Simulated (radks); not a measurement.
Values are calculated unless marked as measured or tabulated.
Problem. The mean radii <r> (bohr) of the occupied orbitals of an atom or ion are listed with their occupations. Level of theory: non-relativistic Kohn-Sham, r2SCAN, spin-polarised, spherical densities, point nucleus; meta-GGA in the generalised Kohn-Sham scheme (a radial shooting solver on a logarithmic mesh with Libxc functionals).

| orbital | occ. | <r> |
|---|---|---|
| 1s up | 1 | 0.1116 |
| 1s down | 1 | 0.1116 |
| 2s up | 1 | 0.5654 |
| 2s down | 1 | 0.5658 |
| 2p up | 3 | 0.5334 |
| 2p down | 3 | 0.5328 |
| 3p up | 1 | 2.063 |

Name the element and its charge. Open shells, if any, are filled with parallel spins first.

Solution. Z = 14, silicon, charge +3: Si3+ in [Ne] 3p1. The 1s radius gives Z: for a bare nucleus <r> = 1.5/Z, 0.1071 bohr for Z = 14, and screening makes it slightly larger (0.1116 here). The occupations add up to 11, and the charge is Z minus that.
